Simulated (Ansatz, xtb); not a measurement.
Species: WF$_{3}$, charge 0, multiplicity 4. The spin state was set by rule; other spins were not relaxed. SMILES: [F][W]([F])[F]
Geometry from a B3LYP-D3(BJ)/def2-TZVP (Ansatz, a quantum-chemistry and plane-wave program) optimisation:
```xyz
4

W      0.0000     0.0000     0.0000
F      1.8159    -0.3552    -0.3197
F     -0.7850    -0.5139     1.6266
F     -1.0309     0.8691    -1.3068
```
Charge 0, spin multiplicity 4.

Harmonic wavenumbers from GFN2-xTB (xtb, at its own minimum), cm⁻¹: 150, 178, 178, 459, 474, 474.

Question: Give the harmonic wavenumbers at B3LYP-D3(BJ)/def2-TZVP (Ansatz, finite differences of forces, unscaled).

Answer: 147, 157, 157, 676, 676, 680 cm⁻¹. Zero-point energy 3.6 kcal/mol.

Question: From these and the geometry, give the ideal-gas thermochemistry at 298.15 K and 1 atm (rigid rotor, harmonic oscillator).

Answer: Point group D3h, rotational symmetry number 6. Rotational constants 5.029, 5.029, 2.515 GHz. S(trans) 42.34, S(rot) 22.47, S(vib) 8.89, S(elec, spin only) 2.75, S 76.4 cal/(mol K). H(298) - H(0) 3.80 kcal/mol; G - E(el) -15.4 kcal/mol.
